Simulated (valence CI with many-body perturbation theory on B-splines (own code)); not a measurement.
E1 transitions of Pd³²⁺

Calculated by valence CI with perturbative core correlation (CI+MBPT): four valence electrons over a frozen Dirac-Fock core [Ne], a basis of 11 s, 11 p, 10 d, 8 f, 5 g, 2 h functions for each j, with the one-electron correlation potential Σ1 (screened to all orders), the two-electron term Σ2, the three-electron term Σ3, Breit, model QED; selected single and double excitations, second order for the rest, scaled by the run's own slope (own B-spline code, finite nucleus).

The last digits are not significant, and no measured levels were compared; by estimate large intervals hold to a few tenths of a per cent, small ones and those within an open d or f shell to about a per cent. Among the levels kept, up to 700 cm⁻¹ of a level comes from second order outside the variational space, and about a tenth of that is noise between levels of different J, which matters for small intervals.

Lines 201 to 250 of 544 in falling wavelength, among levels below 33.133 Ry, chosen from the strongest by gf and those to the six lowest levels. Wavelengths and rates use the calculated energies. Electric multipoles are in the length gauge with retardation, E1 and E2 with the static RPA response of the core. Weak lines are less certain than strong ones. Lines between different terms over intervals too small for the method are left out, as are lines whose strength nearly cancels. Where a level lies close to another of its J and parity, the split of strength between their lines is uncertain. The highest levels of a list are the least certain.

Levels are named by their leading jj configuration (3d3/2^4 stands for four electrons in 3d with j = 3/2), which in mixed levels can hold well under half, so a name can repeat and another be missing. Letters in brackets count levels of one name in rising energy.

| λ vac (nm) | Upper | Lower | A (s⁻¹) | S (a.u.) with core polarisation | S without |
| --- | --- | --- | --- | --- | --- |
| 9.113 | (3s 3p3/2 3d3/2 3d5/2) J=3 [c] | (3s 3p1/2 3p3/2 3d5/2) J=2 [c] | 1.61e+10 | 4.22e-02 | 4.31e-02 |
| 9.113 | (3p1/2^2 3p3/2 3d5/2) J=1 | (3s 3p1/2 3p3/2 3d3/2) J=2 [a] | 4.86e+10 | 5.44e-02 | 5.57e-02 |
| 9.111 | (3s 3p1/2 3p3/2 3d3/2) J=3 [b] | (3s^2 3p1/2 3d3/2) J=2 | 8.54e+10 | 2.23e-01 | 2.28e-01 |
| 9.107 | (3p1/2 3p3/2^2 3d5/2) J=2 [c] | (3s 3p1/2 3p3/2 3d3/2) J=1 [d] | 1.57e+10 | 2.94e-02 | 3.00e-02 |
| 9.103 | (3s 3p1/2 3p3/2 3d5/2) J=2 [b] | (3s 3p1/2 3p3/2^2) J=3 | 6.15e+10 | 1.14e-01 | 1.17e-01 |
| 9.102 | (3s 3p1/2 3p3/2 3d5/2) J=3 [e] | (3s^2 3p1/2 3d5/2) J=3 | 8.27e+10 | 2.15e-01 | 2.20e-01 |
| 9.091 | (3s 3p1/2 3d3/2 3d5/2) J=1 [b] | (3s 3p3/2^2 3d5/2) J=0 | 2.35e+10 | 2.62e-02 | 2.67e-02 |
| 9.088 | (3s 3p3/2^2 3d3/2) J=2 [a] | (3s 3p1/2 3p3/2^2) J=1 [b] | 2.71e+10 | 5.02e-02 | 5.13e-02 |
| 9.082 | (3p1/2 3p3/2^2 3d5/2) J=3 [d] | (3s 3p1/2 3p3/2 3d5/2) J=3 [d] | 2.98e+10 | 7.70e-02 | 7.87e-02 |
| 9.078 | (3s 3p3/2^2 3d3/2) J=2 [b] | (3s^2 3p3/2 3d3/2) J=1 | 1.75e+10 | 3.24e-02 | 3.31e-02 |
| 9.060 | (3p1/2 3p3/2^2 3d3/2) J=4 | (3s 3p1/2 3p3/2 3d3/2) J=3 [a] | 2.26e+10 | 7.48e-02 | 7.64e-02 |
| 9.051 | (3s 3p3/2 3d3/2 3d5/2) J=2 [c] | (3s 3p1/2 3p3/2 3d5/2) J=2 [d] | 4.48e+10 | 8.20e-02 | 8.38e-02 |
| 9.045 | (3s 3p3/2 3d3/2 3d5/2) J=3 [c] | (3s 3p1/2 3p3/2 3d3/2) J=2 [e] | 1.71e+10 | 4.36e-02 | 4.46e-02 |
| 9.044 | (3s 3p1/2 3d3/2 3d5/2) J=2 [b] | (3s 3p1/2 3p3/2 3d3/2) J=1 [b] | 1.75e+10 | 3.20e-02 | 3.27e-02 |
| 9.044 | (3s 3p3/2^2 3d5/2) J=2 [c] | (3s^2 3p3/2 3d5/2) J=1 | 2.26e+11 | 4.13e-01 | 4.22e-01 |
| 9.037 | (3p1/2 3p3/2^2 3d5/2) J=1 [a] | (3s 3p1/2 3p3/2 3d5/2) J=2 [a] | 2.52e+10 | 2.76e-02 | 2.82e-02 |
| 9.031 | (3p1/2 3p3/2^2 3d5/2) J=2 [a] | (3s 3p1/2 3p3/2 3d5/2) J=3 [b] | 2.64e+10 | 4.79e-02 | 4.90e-02 |
| 9.021 | (3s 3p1/2 3p3/2 3d3/2) J=1 [c] | (3s^2 3p1/2 3d3/2) J=2 | 1.02e+11 | 1.11e-01 | 1.13e-01 |
| 9.018 | (3p1/2 3p3/2^2 3d3/2) J=2 [d] | (3s 3p1/2 3p3/2 3d3/2) J=3 [b] | 8.33e+10 | 1.51e-01 | 1.54e-01 |
| 9.016 | (3s 3p3/2^2 3d3/2) J=2 [a] | (3s^2 3p1/2 3d5/2) J=2 | 4.07e+10 | 7.36e-02 | 7.53e-02 |
| 9.014 | (3s 3p3/2^2 3d3/2) J=1 [b] | (3s 3p1/2 3p3/2^2) J=1 [b] | 5.98e+10 | 6.49e-02 | 6.63e-02 |
| 9.009 | (3s 3p1/2 3d5/2^2) J=4 [a] | (3s 3p1/2 3p3/2 3d5/2) J=3 [a] | 2.62e+10 | 8.51e-02 | 8.69e-02 |
| 9.007 | (3s 3p3/2^2 3d5/2) J=3 [c] | (3s^2 3p3/2 3d5/2) J=2 | 1.34e+11 | 3.39e-01 | 3.46e-01 |
| 9.004 | (3s 3p1/2 3p3/2 3d5/2) J=2 [c] | (3s 3p1/2 3p3/2^2) J=2 [b] | 3.01e+10 | 5.42e-02 | 5.55e-02 |
| 9.001 | (3s 3p1/2 3d5/2^2) J=4 [a] | (3s 3p1/2 3p3/2 3d5/2) J=5 | 1.08e+10 | 3.49e-02 | 3.56e-02 |
| 8.991 | (3s 3p1/2 3d3/2 3d5/2) J=5 [a] | (3s 3p1/2 3p3/2 3d5/2) J=4 [a] | 1.62e+10 | 6.40e-02 | 6.54e-02 |
| 8.991 | (3s 3p3/2^2 3d5/2) J=4 [b] | (3s^2 3p3/2 3d5/2) J=4 | 1.17e+11 | 3.79e-01 | 3.87e-01 |
| 8.984 | (3s 3p3/2^2 3d3/2) J=1 [d] | (3s^2 3p3/2 3d3/2) J=0 | 1.20e+11 | 1.29e-01 | 1.32e-01 |
| 8.981 | (3s 3p1/2 3p3/2 3d5/2) J=2 [d] | (3s^2 3p1/2 3d5/2) J=3 | 2.77e+10 | 4.94e-02 | 5.05e-02 |
| 8.976 | (3s 3p1/2 3p3/2 3d5/2) J=1 [b] | (3s 3p1/2 3p3/2^2) J=0 | 3.84e+10 | 4.11e-02 | 4.19e-02 |
| 8.972 | (3s 3p1/2 3d3/2 3d5/2) J=3 [b] | (3s 3p1/2 3p3/2 3d5/2) J=4 [b] | 1.83e+10 | 4.56e-02 | 4.66e-02 |
| 8.968 | (3s 3p1/2 3d3/2 3d5/2) J=3 [d] | (3s 3p1/2 3p3/2 3d3/2) J=2 [c] | 7.88e+10 | 1.96e-01 | 2.01e-01 |
| 8.957 | (3p1/2 3p3/2^2 3d5/2) J=3 [a] | (3s 3p1/2 3p3/2 3d3/2) J=3 [a] | 2.26e+10 | 5.62e-02 | 5.74e-02 |
| 8.947 | (3p1/2 3p3/2^2 3d3/2) J=2 [c] | (3s 3p1/2 3p3/2 3d5/2) J=2 [a] | 2.05e+10 | 3.63e-02 | 3.70e-02 |
| 8.932 | (3s 3p1/2 3d5/2^2) J=2 | (3s 3p1/2 3p3/2 3d3/2) J=2 [c] | 1.75e+10 | 3.08e-02 | 3.14e-02 |
| 8.931 | (3s 3p3/2 3d3/2 3d5/2) J=2 [c] | (3s 3p1/2 3p3/2 3d5/2) J=3 [e] | 2.35e+10 | 4.13e-02 | 4.22e-02 |
| 8.913 | (3s 3p1/2 3p3/2 3d5/2) J=2 [e] | (3s^2 3p1/2 3d5/2) J=3 | 8.97e+10 | 1.57e-01 | 1.60e-01 |
| 8.910 | (3s 3p3/2 3d3/2 3d5/2) J=4 [c] | (3s 3p3/2^2 3d5/2) J=4 [a] | 2.76e+10 | 8.68e-02 | 8.87e-02 |
| 8.907 | (3s 3p1/2 3d3/2 3d5/2) J=4 [c] | (3s 3p1/2 3p3/2 3d5/2) J=4 [c] | 1.39e+10 | 4.37e-02 | 4.46e-02 |
| 8.903 | (3p1/2 3p3/2^2 3d5/2) J=4 [a] | (3s 3p1/2 3p3/2 3d5/2) J=4 [a] | 1.77e+10 | 5.55e-02 | 5.67e-02 |
| 8.896 | (3s 3p3/2 3d3/2 3d5/2) J=2 [d] | (3s 3p3/2^2 3d3/2) J=1 [a] | 1.85e+10 | 3.22e-02 | 3.29e-02 |
| 8.881 | (3s 3p3/2 3d3/2 3d5/2) J=2 [d] | (3s 3p1/2 3p3/2 3d5/2) J=2 [e] | 4.32e+10 | 7.47e-02 | 7.63e-02 |
| 8.877 | (3p1/2 3p3/2^2 3d3/2) J=1 [b] | (3s 3p1/2 3p3/2 3d3/2) J=1 [d] | 7.93e+10 | 8.21e-02 | 8.40e-02 |
| 8.873 | (3s 3p3/2 3d5/2^2) J=3 | (3s 3p1/2 3p3/2 3d5/2) J=2 [e] | 1.14e+10 | 2.76e-02 | 2.82e-02 |
| 8.859 | (3s 3p1/2 3d5/2^2) J=4 [b] | (3s 3p1/2 3p3/2 3d5/2) J=4 [d] | 5.08e+10 | 1.57e-01 | 1.60e-01 |
| 8.856 | (3p1/2 3p3/2^2 3d5/2) J=0 | (3s 3p1/2 3p3/2 3d5/2) J=1 [a] | 8.78e+10 | 3.01e-02 | 3.08e-02 |
| 8.843 | (3p1/2^2 3p3/2 3d3/2) J=1 | (3s 3p1/2^2 3d3/2) J=1 | 3.59e+10 | 3.68e-02 | 3.76e-02 |
| 8.835 | (3p1/2 3p3/2^2 3d5/2) J=2 [b] | (3s 3p1/2 3p3/2 3d3/2) J=1 [c] | 1.86e+10 | 3.16e-02 | 3.22e-02 |
| 8.829 | (3s 3p1/2 3p3/2 3d5/2) J=4 [c] | (3s 3p1/2 3p3/2^2) J=3 | 2.51e+10 | 7.66e-02 | 7.82e-02 |
| 8.828 | (3s^2 3p1/2 3d5/2) J=2 | (3s^2 3p1/2 3p3/2) J=2 | 7.22e+10 | 1.23e-01 | 1.25e-01 |
